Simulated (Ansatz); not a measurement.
Consider the cleavage of the Si–Si bond: `O[SiH](F)[SiH2]Cl` + `N[SiH3]` → `O[SiH](F)N[SiH3]` + `[SiH3]Cl`.

Gas-phase electronic energies from Ansatz, PBE0-D4/def2-TZVP geometries. CBS: MP2 limit from def2 TZ/QZ plus the TZ coupled-cluster correction, frozen cores. This one scheme is used for every species. DFT in def2-TZVPP. B3LYP here is the variant with VWN-RPA as its local correlation; programs differ in this. One conformer a species, not always the lowest.

`O[SiH](F)[SiH2]Cl`:

```xyz
9

O    -0.095   -0.598   -1.891
Si    0.261   -1.017   -0.356
F    -0.800   -2.067    0.218
Si    0.122    0.908    0.987
Cl   -1.391    2.027    0.113
H    -0.777    0.065   -2.022
H     1.573   -1.698   -0.395
H    -0.254    0.654    2.399
H     1.361    1.725    0.947
```

`N[SiH3]`:

Cartesian coordinates in Å:
```
N -0.474 0.941 0.168
Si 0.190 -0.624 -0.096
H -0.509 1.601 -0.592
H -0.306 1.413 1.041
H -0.436 -1.185 -1.321
H 1.671 -0.682 -0.287
H -0.136 -1.463 1.086
```

`O[SiH](F)N[SiH3]`:

Z-matrix (Å, degrees):
```
Si
F 1 1.597
N 1 1.705 2 103.7
O 1 1.628 2 111.6 3 122.1
H 1 1.472 2 108.1 3 -123.2
Si 3 1.737 1 128.4 2 -10.9
H 3 1.010 1 116.4 2 172.6
H 4 0.959 1 118.2 2 -67.5
H 6 1.486 3 112.2 1 73.5
H 6 1.484 3 111.0 1 -47.7
H 6 1.486 3 106.9 1 -167.4
```

`[SiH3]Cl`:

Z-matrix (Å, degrees):
```
Si
Cl 1 2.054
H 1 1.481 2 108.5
H 1 1.481 2 108.5 3 -120.0
H 1 1.481 2 108.5 3 120.0
```

Is it downhill or uphill in electronic energy at CCSD(T)/CBS, and by how much? (An estimate is asked.)

Computed: Downhill: ΔE = -1.04 eV.

What do these levels give: PBE-D4, r2SCAN-D4, B3LYP, CCSD/def2-TZVPP, CCSD(T)/def2-TZVPP, HF/def2-QZVPP? (An estimate is asked.)

The calculation gave: PBE-D4 -0.77, r2SCAN-D4 -0.97, B3LYP -0.97, CCSD/def2-TZVPP -1.09, CCSD(T)/def2-TZVPP -1.07, HF/def2-QZVPP -1.22 eV.

Largest T1 diagnostic among the species: 0.012.

In def2-TZVPP, CCSD(T) changes the Hartree–Fock value by +0.15 eV (the triples alone add +0.02 eV) and MP2 by +0.09 eV. From PBE to PBE0 (25 % exact exchange), in def2-TZVPP and without D4, ΔE moves by −0.10 eV.
